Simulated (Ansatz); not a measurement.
Job for Ansatz (a program for electronic structure): U-r2SCAN/def2-TZVPP on F3La (SMILES [F][La]([F])[F]), a point of a bond scan (R = 4.971 Å). Elements past Kr take the def2 small-core potentials; no spin–orbit coupling.

Ansatz 0.2 input:
```yaml
crystal:
  periodic: [false, false, false]
  atoms:
    - {symbol: La, position_ang: [0.03201906, -0.05692400, -0.13637047]}
    - {symbol: F, position_ang: [-4.30358851, -2.23049521, 0.95257467]}
    - {symbol: F, position_ang: [-0.06737706, 2.06676129, -0.52460377]}
    - {symbol: F, position_ang: [1.71761741, -0.70428766, 1.05119948]}
basis:
  gaussian:
    orbitals: def2-TZVPP
hamiltonian:
  xc: {name: r2SCAN}
magnetization: {spin_polarized: true, initial_magnetization: 0}
```

Predict the final total energy.

-331.2100 hartree. Its determinant has ⟨S²⟩ = 0.44, a mixture of spin states.

How many basis functions does it have, and what does it roughly cost on one machine?

149 functions; roughly 2.3 core-minutes.
